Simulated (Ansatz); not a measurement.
`C[NH][InH][F]` and `CNBF` differ in one element.

Ansatz, PBE0-D4/def2-TZVP geometries, multiplicity 1. Each molecule was computed in one conformer, which needn't be the lowest.

Elements past krypton have def2 core potentials.

```tsv
property	`C[NH][InH][F]`
HOMO–LUMO gap (B3LYP/def2-TZVPP) / eV	5.23
size of the dipole moment (PBE/def2-TZVPP) / D	3.21
zero-point energy (PBE0-D4/def2-TZVP) / kJ/mol	161.1
HOMO–LUMO gap (ωB97M-V/def2-TZVPP) / eV	9.38
size of the dipole moment (ωB97M-V/def2-TZVPP) / D	3.32
LUMO energy (ωB97M-V/def2-TZVPP) / eV	0.37
```

What does the change do to each property? (Best estimate.)

Computed: 
```tsv
property	`CNBF`	shift
HOMO–LUMO gap (B3LYP/def2-TZVPP) / eV	8.17	2.94
size of the dipole moment (PBE/def2-TZVPP) / D	2.48	-0.73
zero-point energy (PBE0-D4/def2-TZVP) / kJ/mol	186.8	25.7
HOMO–LUMO gap (ωB97M-V/def2-TZVPP) / eV	12.51	3.13
size of the dipole moment (ωB97M-V/def2-TZVPP) / D	2.46	-0.86
LUMO energy (ωB97M-V/def2-TZVPP) / eV	2.39	2.02
```

With PBE0 the HOMO falls by 1.09 eV and the LUMO rises by 1.88 eV, so the gap widens by about 2.97 eV. PBE moves the HOMO by -0.98 eV and ωB97M-V by -1.12 eV. Dipoles are sizes alone; their direction can turn.

B3LYP here is the variant with VWN-RPA as its local correlation; programs differ in this.
